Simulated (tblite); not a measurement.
Species: C₄H₁₅NSSi₂.
SMILES with atom numbers: `[CH3:1][C:2]([CH3:3])([CH3:4])[S:5][SiH2:6][NH:7][SiH3:8]` (hydrogens: H9, H10, H11 on C1; H12, H13, H14 on C3; H15, H16, H17 on C4; H18, H19 on Si6; H20 on N7; H21, H22, H23 on Si8)

Computed with GFN2-xTB (tblite), gas phase: L-BFGS steps from a force-field or distance-geometry start until the largest atomic force falls under 0.01 eV/Å.

Step 111: E = -705.5037 eV
```
atom  x, y, z in Å  |  force x, y, z in eV/Å
C1     -1.9467    1.0963    0.8533    0.004   0.004  -0.003
C2     -1.7394   -0.0306   -0.1494    0.006  -0.003   0.012
C3     -2.8541   -0.0269   -1.1910    0.012   0.004  -0.011
C4     -1.7006   -1.3880    0.5371    0.027   0.019   0.049
S5     -0.1595    0.2610   -1.0887   -0.018  -0.015   0.015
Si6     1.4258    0.0062    0.3217    0.001  -0.020   0.025
N7      2.8269    0.4370   -0.5747    0.007   0.022   0.017
Si8     4.4835    0.1631   -0.1550    0.007   0.005  -0.019
H9     -1.1886    1.0731    1.6326   -0.004  -0.014  -0.006
H10    -2.9256    0.9986    1.3208    0.004  -0.008   0.004
H11    -1.8988    2.0613    0.3534    0.004  -0.014  -0.011
H12    -2.8997    0.9293   -1.7048    0.016   0.015   0.005
H13    -3.8107   -0.2158   -0.7065    0.000   0.018  -0.029
H14    -2.6733   -0.8033   -1.9298   -0.019   0.006  -0.020
H15    -2.6654   -1.5808    1.0027   -0.033  -0.036   0.005
H16    -0.9383   -1.4208    1.3118    0.019   0.015  -0.009
H17    -1.5009   -2.1751   -0.1866    0.019   0.013   0.014
H18     1.5140   -1.3804    0.7775   -0.003  -0.009  -0.034
H19     1.2386    0.8894    1.4746    0.015   0.013  -0.021
H20     2.6641    0.8210   -1.4910   -0.029  -0.019  -0.001
H21     4.5784    0.3429    1.2914   -0.010  -0.021   0.002
H22     4.9035   -1.1918   -0.5310   -0.019   0.019   0.027
H23     5.2621    1.1611   -0.8855   -0.005   0.007  -0.012
```

Step 112: E = -705.5043 eV
```
atom  x, y, z in Å  |  force x, y, z in eV/Å
C1     -1.9436    1.0968    0.8529    0.011   0.012  -0.003
C2     -1.7379   -0.0302   -0.1498   -0.014  -0.015   0.009
C3     -2.8542   -0.0238   -1.1904    0.008  -0.006  -0.018
C4     -1.7018   -1.3874    0.5375    0.028  -0.011   0.054
S5     -0.1587    0.2577   -1.0902   -0.008  -0.017   0.032
Si6     1.4257   -0.0008    0.3222   -0.009  -0.015   0.002
N7      2.8257    0.4351   -0.5735   -0.018   0.040  -0.013
Si8     4.4826    0.1701   -0.1530    0.031  -0.005  -0.026
H9     -1.1862    1.0734    1.6329   -0.009  -0.024  -0.003
H10    -2.9239    1.0010    1.3183    0.012  -0.004   0.006
H11    -1.8918    2.0614    0.3529   -0.004  -0.007  -0.015
H12    -2.8995    0.9326   -1.7047    0.017   0.003   0.020
H13    -3.8107   -0.2135   -0.7053    0.008   0.030  -0.030
H14    -2.6762   -0.8002   -1.9300   -0.012   0.007  -0.019
H15    -2.6670   -1.5793    1.0048   -0.002  -0.022  -0.005
H16    -0.9366   -1.4232    1.3102   -0.005   0.024  -0.017
H17    -1.5046   -2.1766   -0.1857    0.012   0.030   0.017
H18     1.5155   -1.3893    0.7708   -0.005  -0.013  -0.027
H19     1.2372    0.8792    1.4767    0.016   0.013  -0.015
H20     2.6604    0.8090   -1.4941   -0.020  -0.024   0.020
H21     4.5764    0.3544    1.2925   -0.009  -0.017   0.011
H22     4.9047   -1.1855   -0.5240   -0.013   0.018   0.028
H23     5.2601    1.1660   -0.8881   -0.012   0.004  -0.007
```

Step 113: E = -705.5051 eV
```
atom  x, y, z in Å  |  force x, y, z in eV/Å
C1     -1.9362    1.0986    0.8523    0.014   0.008   0.000
C2     -1.7357   -0.0292   -0.1501   -0.039  -0.029   0.002
C3     -2.8538   -0.0183   -1.1890    0.000  -0.012  -0.024
C4     -1.7057   -1.3859    0.5393    0.020  -0.022   0.038
S5     -0.1582    0.2492   -1.0939    0.006  -0.016   0.049
Si6     1.4243   -0.0173    0.3201   -0.017  -0.011  -0.029
N7      2.8218    0.4278   -0.5742    0.009   0.041   0.000
Si8     4.4812    0.1840   -0.1498    0.029  -0.026  -0.028
H9     -1.1800    1.0704    1.6333   -0.015  -0.026   0.002
H10    -2.9184    1.0067    1.3148    0.022   0.008   0.009
H11    -1.8766    2.0631    0.3532   -0.014  -0.004  -0.018
H12    -2.8984    0.9389   -1.7027    0.018  -0.007   0.033
H13    -3.8103   -0.2084   -0.7032    0.014   0.039  -0.032
H14    -2.6786   -0.7940   -1.9301   -0.010   0.007  -0.019
H15    -2.6723   -1.5774    1.0043    0.003  -0.002   0.006
H16    -0.9403   -1.4251    1.3107    0.000   0.036   0.014
H17    -1.5099   -2.1776   -0.1803    0.016   0.019  -0.021
H18     1.5144   -1.4096    0.7545   -0.006  -0.022  -0.014
H19     1.2351    0.8559    1.4784    0.016   0.015  -0.003
H20     2.6543    0.7890   -1.4991   -0.022  -0.013   0.000
H21     4.5721    0.3812    1.2942   -0.010  -0.012   0.010
H22     4.9136   -1.1731   -0.5057   -0.012   0.028   0.028
H23     5.2529    1.1779   -0.8943   -0.020   0.002  -0.004
```

Step 114: E = -705.5059 eV
```
atom  x, y, z in Å  |  force x, y, z in eV/Å
C1     -1.9300    1.1000    0.8515    0.005  -0.006   0.000
C2     -1.7337   -0.0290   -0.1500   -0.045  -0.034  -0.006
C3     -2.8520   -0.0147   -1.1885   -0.006  -0.015  -0.022
C4     -1.7070   -1.3846    0.5414   -0.002  -0.048   0.009
S5     -0.1576    0.2432   -1.0952    0.017  -0.013   0.044
Si6     1.4227   -0.0291    0.3199   -0.008  -0.001  -0.048
N7      2.8179    0.4261   -0.5733   -0.009   0.045  -0.017
Si8     4.4784    0.1942   -0.1485    0.027  -0.028  -0.005
H9     -1.1748    1.0670    1.6327   -0.008  -0.018   0.014
H10    -2.9129    1.0101    1.3126    0.016   0.018   0.016
H11    -1.8662    2.0642    0.3531   -0.014   0.002  -0.020
H12    -2.8944    0.9431   -1.7011    0.018  -0.005   0.031
H13    -3.8086   -0.2025   -0.7024    0.010   0.035  -0.034
H14    -2.6783   -0.7899   -1.9306   -0.013   0.005  -0.017
H15    -2.6747   -1.5752    1.0058    0.032   0.012   0.013
H16    -0.9387   -1.4252    1.3091   -0.009   0.037   0.039
H17    -1.5140   -2.1785   -0.1771    0.015   0.027  -0.027
H18     1.5119   -1.4248    0.7424   -0.003  -0.028  -0.004
H19     1.2325    0.8390    1.4811    0.018   0.012   0.004
H20     2.6465    0.7718   -1.5037   -0.012  -0.013   0.010
H21     4.5654    0.3992    1.2946   -0.008  -0.008   0.009
H22     4.9170   -1.1632   -0.4921   -0.005   0.013   0.019
H23     5.2460    1.1857   -0.8987   -0.017   0.009  -0.010
```

**Question.** Estimate the geometry and energy of step 115. (The exact step hangs on the optimiser's Hessian estimate; all steps are aligned on step 114, rigid shifts and turns removed.)

**Answer.** E = -705.5068 eV, largest force 0.075 eV/Å
```
atom  x, y, z in Å  |  force x, y, z in eV/Å
C1     -1.9221    1.1019    0.8503   -0.007  -0.018   0.001
C2     -1.7331   -0.0292   -0.1499   -0.032  -0.033  -0.010
C3     -2.8514   -0.0106   -1.1876   -0.007  -0.011  -0.016
C4     -1.7101   -1.3837    0.5437   -0.017  -0.043  -0.021
S5     -0.1577    0.2349   -1.0970    0.018  -0.009   0.027
Si6     1.4214   -0.0460    0.3163    0.008   0.005  -0.045
N7      2.8140    0.4223   -0.5745    0.014   0.030  -0.001
Si8     4.4767    0.2065   -0.1461   -0.010  -0.020   0.018
H9     -1.1676    1.0619    1.6315   -0.002  -0.002   0.018
H10    -2.9052    1.0164    1.3113    0.008   0.026   0.020
H11    -1.8531    2.0658    0.3519   -0.010  -0.006  -0.013
H12    -2.8909    0.9484   -1.6977    0.018  -0.001   0.020
H13    -3.8077   -0.1949   -0.7006   -0.006   0.026  -0.033
H14    -2.6801   -0.7850   -1.9308   -0.018   0.003  -0.019
H15    -2.6786   -1.5722    1.0070    0.034   0.018   0.030
H16    -0.9402   -1.4249    1.3087   -0.005   0.034   0.067
H17    -1.5200   -2.1787   -0.1737    0.021   0.015  -0.043
H18     1.5090   -1.4462    0.7256    0.000  -0.020   0.001
H19     1.2313    0.8156    1.4824    0.021   0.002   0.005
H20     2.6394    0.7537   -1.5093   -0.004  -0.007   0.002
H21     4.5586    0.4250    1.2961   -0.008  -0.006  -0.004
H22     4.9260   -1.1514   -0.4709   -0.002   0.007   0.009
H23     5.2368    1.1974   -0.9038   -0.014   0.010  -0.015
```

The energy changes by -0.0008 eV. The first-order estimate −F·Δx gives -0.0012 eV and the mean of the old and new forces, exact on a quadratic surface, -0.0009 eV. The step makes an angle of 84° with the force vector and moves no atom by more than 0.027 Å.

What follows is the cost of the whole relaxation. The run took 1.8 s wall on one thread of an Arm Neoverse V1, shared host with 32 logical CPUs at a one-minute load of 24.
